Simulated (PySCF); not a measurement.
Si(F)2 anion (F2Si), SMILES [Si](F)F (connectivity only; charge and spin as stated), charge -1, multiplicity 2. Atoms are numbered in the order given.

```xyz
3

Si     0.0000     0.0000     0.6380
F      0.0000     1.2832    -0.4962
F      0.0000    -1.2832    -0.4962
```
Charge -1, spin multiplicity 2.

Geometry optimised at PBE-D3(BJ)/def2-TZVPD. The spin state was assumed, not searched. The isomer is the one that the SMILES or the coordinates give; other isomers of the formula were not compared.

The numbers are results of PySCF with PBE/pcH-1, not measurements.

Unrestricted Kohn–Sham, ⟨S²⟩ = 0.753. Hyperfine tensors hold the contact and dipolar terms, without spin-orbit corrections.

Question: Estimate the hyperfine couplings. (An estimate is asked for; the answer gives what the named calculation found.)

Answer: 
```csv
nucleus,A(iso) (MHz),A(iso) (G),dipolar principal values (MHz)
29Si no. 1,-4.7,-1.7,"-159.4, 75.5, 84.0"
19F no. 2,69.6,24.8,"-143.5, -129.1, 272.6"
19F no. 3,69.6,24.8,"-143.5, -129.1, 272.6"
```

Question: And the g tensor (effective nuclear charges for spin-orbit coupling, GIAO)? (An estimate is asked for; the answer gives what the named calculation found.)

Answer: principal values 1.9956, 2.0022, 2.0030; isotropic 2.0003.
